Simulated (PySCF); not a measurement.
# Vertical excitation energies

Compound: C₅H₁₂OSi.
InChI=1S/C5H12OSi/c6-7-5-3-1-2-4-5/h5-6H,1-4,7H2

Computed, not measured: PySCF, TDDFT PBE0/def2-SVPD, vertical, gas phase, core orbitals frozen in the response. One conformer (not necessarily the lowest) at the GFN2-xTB geometry, without solvent, vibrations or thermal averaging.

Q: Predict the UV-vis stick spectrum at this level.

A: 

```tsv
state	E (eV)	λ (nm)	ν̃ (cm⁻¹)	f	|μ| (D)	main configurations (H = HOMO, L = LUMO)
S1	6.66	186.3	53680	0.0016	0.25	H→L (97%)
S2	7.26	170.7	58590	0.015	0.75	H→L+1 (94%)
S3	7.57	163.8	61060	0.0007	0.16	H-1→L (91%)
S4	7.97	155.7	64240	0.013	0.66	H→L+2 (62%), H→L+3 (28%)
S5	8.02	154.6	64680	0.028	0.96	H→L+3 (56%), H→L+2 (32%)
S6	8.20	151.1	66170	0.014	0.68	H→L+4 (47%), H→L+5 (24%)
S7	8.23	150.7	66370	0.034	1.04	H-2→L (65%), H-3→L (12%)
S8	8.32	149.0	67130	0.0006	0.14	H-1→L+1 (70%), H→L+5 (8%)
```

Triplets (Tamm–Dancoff): T1 6.44 eV, H→L (91%); T2 7.03 eV, H→L+1 (86%); T3 7.23 eV, H-1→L (81%).

The lowest singlet lies at 6.66 eV (186 nm, vacuum ultraviolet) and is very weak; its leading configuration is HOMO→LUMO (97%). The strongest level in the table is S7 at 8.23 eV (151 nm, f = 0.034). Löwdin shares by element: HOMO carbon 35% or more, silicon 19%, oxygen 14% (atoms not listed hold the other 32%); LUMO oxygen 26%, silicon 25%, hydrogen 22% or more (atoms not listed hold the other 26%). Orbital energies (eV): HOMO-3 -9.28, HOMO-2 -9.09, HOMO-1 -8.72, HOMO -7.73, LUMO 0.19, LUMO+1 0.67, LUMO+2 1.30. Of the 8 states listed, 5 reach f = 0.01 and none stays under 0.0005. The oscillator strengths of these states sum to 0.108; summed over the whole spectrum of an exact calculation they would give the number of electrons, 64 (Thomas–Reiche–Kuhn). Only the lowest 8 singlets were computed, as vertical energies without vibronic structure.

On Arm Neoverse V1, one thread, shared host, this took 68 s of wall time (with the writing of density and orbital grids) and 1.0 GiB of memory at its peak.

Without π bonds the low states are Rydberg-like; a valence basis with one diffuse set may place them up to an eV too high.
